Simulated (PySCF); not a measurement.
**A small calculation by hand: chemical shift, span and skew from a shielding tensor**

C3H4, SMILES C1CC=1. Atoms are numbered in the order given.

```xyz
7

C      0.0000    -0.6434    -0.4996
C      0.0000     0.6434    -0.4996
C      0.0000     0.0000     0.8609
H      0.0000    -1.5717    -1.0416
H      0.0000     1.5717    -1.0416
H      0.9115     0.0000     1.4567
H     -0.9115     0.0000     1.4567
```
Charge 0, spin multiplicity 1.

Coordinates come from a B3LYP-D3(BJ)/def2-TZVP optimisation.

GIAO shieldings from PBE/pcSseg-2 (PySCF), non-relativistic, no solvent. The symmetric part of the tensor of C1 has the principal values -81.8, 88.6, 179.6 ppm. The same nucleus in TMS has σ = 181.4 ppm at this level (PySCF, at its B3LYP-D3(BJ)/def2-TZVP geometry).

**Question.** Work out the isotropic shielding, the ¹³C shift against TMS, the span and the skew.

**Answer.** 
σ(iso) = (σ11 + σ22 + σ33)/3 = 62.1 ppm. δ = σ(ref) − σ(iso) = 181.4 − (62.1) = 119.3 ppm.
Span Ω = σ33 − σ11 = 261.4 ppm. Skew κ = 3(σ(iso) − σ22)/Ω = -0.30. Tumbling in solution averages the tensor to δ; in a static solid the shielding alone would spread this spin-1/2 line over Ω.
